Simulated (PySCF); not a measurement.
C5H12Si, SMILES C1CCC1([SiH3])C.

Geometry optimised at B3LYP-D3(BJ)/def2-SVP.

Two levels are set side by side: TDA-PBE/def2-SVPD (PySCF) and TDA-LC-ωPBE/def2-SVPD (PySCF). Vertical, same geometry. The lowest singlet is HOMO→LUMO 97 % with PBE and HOMO→LUMO 62 %, HOMO→LUMO+1 19 % with the other functional; states are paired by order. Differences are taken from unrounded values.

| quantity | TDA-LC-ωPBE |
|---|---|
| lowest singlet excitation (eV) | 8.21 |
| lowest triplet excitation (TDA) (eV) | 7.62 |
| first bright state (f over 0.05) (eV) | 8.83 |
| its oscillator strength | 0.17 |

**Question.** What does TDA-PBE give, and how far is it from TDA-LC-ωPBE? (An estimate is asked for; the answer gives what the named calculation found.)

**Answer.** 
```
quantity                               TDA-PBE  TDA-PBE minus TDA-LC-ωPBE
-------------------------------------  -------  -------------------------
lowest singlet excitation (eV)            6.41                      -1.81
lowest triplet excitation (TDA) (eV)      6.19                      -1.43
first bright state (f over 0.05) (eV)     7.04                      -1.79
its oscillator strength                   0.09                      -0.08
```

Functionals without exact exchange tend to place singlet excitations lower, as here. Differences between two approximate levels are no errors against the true value.

Rough cost on one machine, each run with all the roots and properties that it gave: TDA-LC-ωPBE against TDA-PBE about 5 times.
